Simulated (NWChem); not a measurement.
Species: MgF cation; SMILES [F][Mg+]

```xyz
2

Mg     0.0000     0.0000    -0.7447
F      0.0000     0.0000     0.9933
```
Atoms are numbered in this order, from 1.

Program: NWChem. Structure relaxed at the PBE-D3(BJ)/def2-SVP level. Vertical excitations in the gas phase; the lowest state need not have the same character in each row.

For level CAM-B3LYP/def2-SVPD, full TDDFT:

| Property | Result |
|---|---|
| lowest excitation, singlet (eV) | 4.07 |
| lowest state with f > 0.02, singlet (eV) | 5.45 |
| orbital gap (eV) | 7.71 |

Task: Estimate the same quantities for level B3LYP/def2-SVPD, full TDDFT.

Result: 
* **lowest excitation, singlet (eV)**: 3.57
* **lowest state with f > 0.02, singlet (eV)**: 5.01
* **orbital gap (eV)**: 4.79
